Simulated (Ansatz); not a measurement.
Abridged output of a molecular run in Ansatz:

```
Functional definition: HF
1588 factors; integrals over basis functions are off by at most 1.1e-3 eV
mean field evaluation 1: about -30113.1541 eV, gradient 4.6e1 eV
mean field evaluation 2: about -30113.3381 eV, gradient 4.6e1 eV
mean field evaluation 4: about -30117.7915 eV, gradient 3.9e0 eV
mean field evaluation 8: about -30117.8640 eV, gradient 2.3e-1 eV
mean field -30117.86429477 eV, -1106.8110982112 hartree, gradient 9.6e-6 eV, S^2 0.000000; 0 other end points of the search recorded, 0 dependent functions left out
17 core orbitals not correlated: weight in the atoms' cores, before any rotation towards them, 1.000 or more for the frozen orbitals, at most 0.000 for the correlated occupied ones
reference -30117.86429477 eV, -1106.8110982112 hartree; 15, 15 occupied and 240, 240 virtual orbitals, 1588 factors
second order -21.96908590 eV of doubles, -0.00000000 eV of singles
cycle   1  -22.79322046 eV  change   -8.2e-1 eV  update   9.7e-2
cycle   2  -23.31681778 eV  change   -5.2e-1 eV  update   2.9e-2
cycle   3  -23.42613965 eV  change   -1.1e-1 eV  update   1.5e-2
cycle   4  -23.41664910 eV  change    9.5e-3 eV  update   3.5e-3
cycle   5  -23.41486520 eV  change    1.8e-3 eV  update   1.6e-3
cycle   6  -23.41512917 eV  change   -2.6e-4 eV  update   4.1e-4
cycle   7  -23.41492591 eV  change    2.0e-4 eV  update   1.5e-4
cycle   8  -23.41491672 eV  change    9.2e-6 eV  update   4.3e-5
cycle   9  -23.41493189 eV  change   -1.5e-5 eV  update   1.6e-5
perturbative correction -0.88657361 eV, -0.0325809790 hartree
Total energy: -30142.16580027 eV, -1107.7041620660 hartree
```

Its atoms:

Z-matrix (Å, degrees):
```
C
Si 1 1.869
Al 1 1.926 2 114.6
H 1 1.095 2 108.7 3 -121.4
H 1 1.096 2 108.1 3 121.5
H 2 1.489 1 110.2 3 59.2
H 2 1.488 1 112.0 3 179.6
H 2 1.488 1 110.2 3 -59.8
Cl 3 2.100 1 121.0 2 81.5
O 3 1.687 1 119.9 2 -97.9
H 10 0.956 3 123.6 1 178.6
```

Q: Which basis set was used?
A. def2-SVP
B. cc-pV(D+d)Z
C. cc-pV(Q+d)Z
D. def2-TZVPP

A: D. It gives 272 functions.

Q: Write the keys of the input that set method, charge and spin (a neutral closed shell needs none for the last two).

A: 
```yaml
correlation: {method: ccsd_t}
```
